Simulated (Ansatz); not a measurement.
Bond stretch in AsH (cation, charge +1), lowest doublet found (which spin is the ground state isn't settled by this scan).

Levels of theory: ROCCSDT = Ansatz (an electronic-structure program) with CCSDT on ROHF/aug-cc-pVTZ, cores with 3d frozen; ROCCSDT(Q) = CCSDT(Q)/B on ROHF/aug-cc-pVTZ, cores with 3d frozen in Ansatz; UCCSDT(Q) = CCSDT(Q) on UHF/aug-cc-pVTZ, cores with 3d frozen (Ansatz).

Total energies in hartree (comparable only within one method and basis):

```
R / Å      ROCCSDT   ROCCSDT(Q)    UCCSDT(Q)
-----  -----------  -----------  -----------
1.08   -2234.42753  -2234.42757  -2234.42773
1.17   -2234.49515  -2234.49520  -2234.49535
1.24   -2234.52914  -2234.52919  -2234.52935
1.32   -2234.55388  -2234.55393  -2234.55409
1.36   -2234.56197  -2234.56202  -2234.56218
1.42   -2234.56997  -2234.57003  -2234.57019
1.46   -2234.57307  -2234.57313  -2234.57329
1.53   -2234.57513  -2234.57520  -2234.57535
1.57   -2234.57479  -2234.57485  -2234.57501
1.62   -2234.57313  -2234.57320  -2234.57336
1.71   -2234.56762  -2234.56770  -2234.56786
1.79   -2234.56087  -2234.56096  -2234.56112
1.90   -2234.55003  -2234.55013  -2234.55028
2.04   -2234.53532  -2234.53544  -2234.53555
2.17   -2234.52201  -2234.52216  -2234.52224
2.38   -2234.50307  -2234.50330  -2234.50336
```

The scan ran from 1.08 to 5.05 Å; beyond the distances shown full CI changes its symmetry label. The T1 diagnostic of CCSD on the restricted reference of ROCCSDT, ROCCSDT(Q) exceeds 0.045 at 2.64 Å. The unrestricted determinant behind UCCSDT(Q) is spin-contaminated at 2.04 to 3.73 Å (<S²> up to 1.8, against 0.75 for a pure doublet).
